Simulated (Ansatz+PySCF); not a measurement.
Values are calculated unless marked as measured or tabulated.
This PySCF input gave a total energy of -1017.52980 hartree.

```python
from pyscf import gto, scf

mol = gto.M(atom="""
V 0.000000 0.000000 0.000000
O 0.000000 0.000000 1.589000
""", basis='def2-svp', charge=0, spin=3)
mf = scf.UHF(mol)
mf.init_guess = 'atom'
mf.kernel()
while True:  # follow internal instabilities
    mo, _, stable, _ = mf.stability(return_status=True)
    if stable: break
    mf.kernel(mf.make_rdm1(mo, mf.mo_occ))
print(mf.converged, mf.e_tot, mf.spin_square()[0])
```

**Question.** Write an input for Ansatz with the same method and basis set.

**Answer.**

```yaml
crystal:
  periodic: [false, false, false]
  atoms:
    - { symbol: V, position_ang: [0.0, 0.0, 0.0] }
    - { symbol: O, position_ang: [0.0, 0.0, 1.589] }
basis:
  gaussian: { orbitals: def2-SVP }
magnetization:
  spin_polarized: true
  initial_magnetization: 3
hamiltonian:
  xc: hf
```

Ansatz (development build ahead of 0.2.0) gave -1017.52979 hartree, 0.03 meV from the first. Caution: other spin multiplicities were not run; the unrestricted determinant is spin contaminated.
